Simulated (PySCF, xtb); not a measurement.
HgBr, SMILES [Br][Hg] (connectivity only; charge and spin as stated), neutral, multiplicity 2.

Harmonic wavenumbers (cm⁻¹) from GFN2-xTB run with xtb at its own minimum, in rising order: 46.

What does PBE-D3(BJ)/def2-TZVP in PySCF give at its own minimum? (An estimate is asked for; the answer gives what the named calculation found.)

159. Paired by order, the mean absolute difference is 113 cm⁻¹ and the zero-point energies are 0.1 and 0.2 kcal/mol.
